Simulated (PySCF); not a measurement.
In(Cl)3 cation (Cl3In), SMILES [In]([Cl])([Cl])[Cl] (connectivity only; charge and spin as stated), charge +1, multiplicity 2. Atoms are numbered in the order given.

```xyz
4

In     0.0000     0.0000    -0.2822
Cl     0.0000     1.4206     1.6847
Cl     0.0000    -1.4206     1.6847
Cl     0.0000     0.0000    -2.5560
```
Charge +1, spin multiplicity 2.

Geometry: B3LYP-D3(BJ)/def2-SVP. The spin state was assumed, not searched. The isomer is the one that the SMILES or the coordinates give; other isomers of the formula were not compared. The def2 effective core potentials stand for the cores of In; spin–orbit coupling is left out.

Level of theory: PySCF 2.14.0 with C-PCM-M06-2X/def2-SVP.

The values are the electrostatic part of the solvation free energy, E(continuum) − E(gas) at the gas-phase geometry, in a cavity of scaled van der Waals radii (PySCF's table); cavitation and dispersion terms are not included. A continuum can't describe solvent molecules that bind to the metal.

```tsv
solvent	ε	ΔG(elec) (kcal/mol)
water	78.36	-66.9
dimethylsulfoxide	46.83	-66.3
toluene	2.37	-38.5
```
